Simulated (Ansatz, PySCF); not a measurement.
C$_{3}$H$_{11}$ClOSi$_{2}$ (SMILES C[Si](C)(C)O[SiH2]Cl), singlet, at a GFN2-xTB geometry. Base run: CASSCF(6,5)/STO-3G in PySCF.

PySCF was given this input:
```python
from pyscf import gto, scf, mcscf
import numpy

mol = gto.Mole()
mol.atom = '''
    Si    1.75314216   -0.73591189    0.10650876
    Cl    2.35649903    0.95699122    0.99976814
    O     0.17583521   -0.66042797   -0.18095320
    Si   -1.35397743   -0.07900958   -0.36529020
    C    -2.48761859   -1.32056212    0.52337872
    C    -1.43872090    1.65055514    0.42041987
    C    -1.68326535   -0.02054899   -2.23788572
    H     2.42784924   -0.85016832   -1.17912230
    H     1.95350228   -1.85119026    1.02050287
    H    -3.53083810   -1.03965494    0.42106012
    H    -2.37398299   -2.32027801    0.11486581
    H    -2.26351095   -1.37394864    1.58464579
    H    -2.43132956    2.08158662    0.33586394
    H    -1.18366360    1.61493656    1.47585645
    H    -0.74108949    2.33319394   -0.05667897
    H    -1.54968375   -0.99822169   -2.69149213
    H    -1.00768739    0.66685730   -2.73855844
    H    -2.69740783    0.30369685   -2.44791323
'''
mol.basis = 'sto-3g'
mol.verbose = 4
mol.build()

mf = scf.RHF(mol)
mf.kernel()
mc = mcscf.CASSCF(mf, 5, 6)
mc.fix_spin_(ss=0.0)
mc.kernel()
occ = numpy.linalg.eigvalsh(mc.fcisolver.make_rdm1(mc.ci, mc.ncas, mc.nelecas))[::-1]
ss = mc.fcisolver.spin_square(mc.ci, mc.ncas, mc.nelecas)[0]
print('natural occupations', occ.round(4), ' <S^2>', round(ss, 4))
```

Programs used: Ansatz (a first-principles code), PySCF; a row that names a program was run with it.

Variants of this job, named by their change:

| change | ΔE vs base (kcal/mol) | natural occupations | <S^2> of the state | outcome |
|---|---|---|---|---|
| base | 0.000 | 2.00 1.99 1.98 0.02 0.01 | 0.00 | converged |
| fix_spin_ = off | 0.000 | 2.00 1.99 1.98 0.02 0.01 | 0.00 | converged |
| start = MP2 natural orbitals | 1.23 | 2.00 1.99 1.98 0.02 0.01 | 0.00 | converged |
| active space = 4 electrons, 6 orbitals | - | - | - | not converged |
| active space = 4 electrons, 5 orbitals | - | - | - | not converged |
| state_average = 2 states | 3.29 | - | - | converged |
| code = ansatz | 0.024 | - | - | converged |
| solver = newton | 0.000 | 2.00 1.99 1.98 0.02 0.01 | 0.00 | converged |
| orbitals = fixed (CASCI); correction = SC-NEVPT2 | -153.4 | 2.00 2.00 2.00 0.00 0.00 | 0.00 | converged |
| code = ansatz; correction = SC-NEVPT2, all electrons | -155.7 | - | - | converged |
| conv_tol = 1e-5 | 0.002 | 2.00 1.99 1.98 0.02 0.01 | 0.00 | converged |

Active orbitals are taken around the Fermi level unless the row says otherwise; CASSCF can end in different local minima, and two programs can end on different orbitals. State-averaged rows give the lowest state.

Ansatz warned in this series: other orbitals give a lower active-space energy.
